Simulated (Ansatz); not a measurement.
Ligand exchange: GeH(CH3)2Cl + C2H4Cl2 → GeH2(CH3)2 + C2H3Cl3

Gas-phase species: GeH(CH3)2Cl, singlet; C2H4Cl2 (1,2-dichloroethane) `ClCCCl`, singlet; GeH2(CH3)2, singlet; C2H3Cl3 (1,1,2-trichloroethane) `ClCC(Cl)Cl`, singlet. The partners trade Cl for H: Ge–Cl and C–H bonds give way to Ge–H and C–Cl.

Shapes, held fixed at every level: PBE0-D4/def2-TZVP. Flexible molecules stand in one conformer, not always the lowest. Programs: Ansatz 0.2.0. The zero-point and thermal change to 298 K, harmonic and unscaled (PBE0-D4/def2-TZVP), is -9.1 kJ/mol.

Problem. Estimate ΔH(298 K) of this reaction.

Solution. The highest level, CCSD(T)/def2-TZVPP, gives ΔH(298 K) = +148.6 kJ/mol; the levels span +132.1 to +171.9. The column of differences is taken from that level and isn't an error. No measured value is set beside it here. Relativity is left out for Ge. Outer-core shells of Ge are correlated, in sets that cover them unevenly.

| level | kind | ΔH(298 K) (kJ/mol) | less CCSD(T)/def2-TZVPP |
| --- | --- | --- | --- |
| HF/def2-TZVPP | Hartree–Fock | +171.9 | +23.3 |
| SPW92/def2-TZVPP | LDA | +132.1 | -16.5 |
| wB97X-V/def2-TZVPP | range-separated hybrid | +150.1 | +1.5 |
| B2PLYP/def2-TZVPP | double hybrid | +151.7 | +3.1 |
| MP2/def2-SVP | perturbation theory | +143.6 | -5.0 |
| CCSD/def2-SVP | coupled cluster or CI | +145.3 | -3.3 |
| CCSD/def2-TZVPP | coupled cluster or CI | +152.8 | +4.2 |
| CCSD(T)/def2-TZVPP | coupled cluster or CI | +148.6 | 0.0 |
